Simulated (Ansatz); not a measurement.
Species: C3H12OSi2 (charge 0, singlet). 
Geometry from a B3LYP-D3(BJ)/def2-TZVP (Ansatz, a first-principles code) optimisation:
```xyz
18

Si    -2.3171     0.5580     0.5617
C     -1.6038    -0.8577    -0.4554
C     -0.6172    -0.4608    -1.5614
C      0.6014     0.2893    -1.0539
O      1.2740    -0.5006    -0.0782
Si     2.4610     0.0825     0.9012
H     -2.8874     1.5998    -0.3307
H     -3.3950     0.0489     1.4440
H     -1.2873     1.2011     1.4131
H     -2.4447    -1.4000    -0.8974
H     -1.1175    -1.5543     0.2318
H     -1.1131     0.1732    -2.3029
H     -0.2766    -1.3566    -2.0880
H      0.3036     1.2488    -0.6124
H      1.2809     0.5058    -1.8853
H      1.9832     1.2718     1.6503
H      3.6559     0.4835     0.1151
H      2.8096    -1.0101     1.8308
```

Quantity: vertical triplet-singlet gap (E(triplet) - E(singlet); each state is the SCF solution reached for its spin; for the triplet T1 is 0.047), in kJ/mol. Valence correlation only, unless marked. Open shells are spin-unrestricted. No spin-orbit coupling. No relativistic terms. 

```tsv
level	program	vertical triplet-singlet gap (kJ/mol)
HF/aug-cc-pV(T+d)Z	Ansatz	661.9
SVWN5/def2-TZVPD	Ansatz	568.6
PBE/def2-TZVPD	Ansatz	579.2
r2SCAN/def2-TZVPD	Ansatz	610.0
BHLYP/def2-TZVPD	Ansatz	678.7
CAM-B3LYP/def2-TZVPD	Ansatz	666.6
wB97M-V/def2-TZVPD	Ansatz	675.0
wB97X-V/def2-TZVPD	Ansatz	689.9
CCSD(T)/aug-cc-pV(D+d)Z	Ansatz	674.0
```
